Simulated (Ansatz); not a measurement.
Basis sets compared for BiMe2H (C₂H₇Bi). Total charge 0; singlet. Geometry PBE-D4/def2-SVP. Ansatz on 2 threads of Intel Xeon Platinum 8559C on a shared host; times are rough, and most runs start from earlier orbitals.

| atom | x (Å) | y (Å) | z (Å) |
| --- | --- | --- | --- |
| Bi1 | 0.620 | -0.713 | -1.070 |
| C2 | 1.269 | 1.081 | 0.221 |
| C3 | -1.200 | -1.146 | 0.275 |
| H4 | 1.731 | 0.694 | 1.149 |
| H5 | 0.385 | 1.698 | 0.467 |
| H6 | 2.010 | 1.686 | -0.336 |
| H7 | -1.906 | -1.806 | -0.264 |
| H8 | -1.697 | -0.195 | 0.540 |
| H9 | -0.844 | -1.655 | 1.191 |
| H10 | -0.368 | 0.354 | -2.173 |

In the def2 sets Bi takes a core potential; there is no spin–orbit coupling.

Binding counts from free atoms (Bi quartet, C triplet, H doublet) in the same basis, without a counterpoise term.

| level | functions | energy (Eh) | HOMO (eV) | LUMO (eV) | binding per atom (eV) | wall time |
| --- | --- | --- | --- | --- | --- | --- |
| PBE-D4/def2-SVP | 89 | -294.8790 | -5.83 | -0.64 | 3.41 | 0.65 s |
| PBE0-D4/def2-SVP | 89 | -294.8711 | -6.83 | 0.11 | 3.36 | 0.8 s |

Q: Estimate the rows for PBE-D4/def2-TZVP (with forces), PBE0-D4/def2-TZVP.

A: 
| level | functions | energy (Eh) | HOMO (eV) | LUMO (eV) | binding per atom (eV) | wall time |
| --- | --- | --- | --- | --- | --- | --- |
| PBE-D4/def2-TZVP (with forces) | 154 | -294.9824 | -5.92 | -0.95 | 3.42 | 1.4 s |
| PBE0-D4/def2-TZVP | 154 | -294.9697 | -6.90 | -0.22 | 3.36 | 1.4 s |
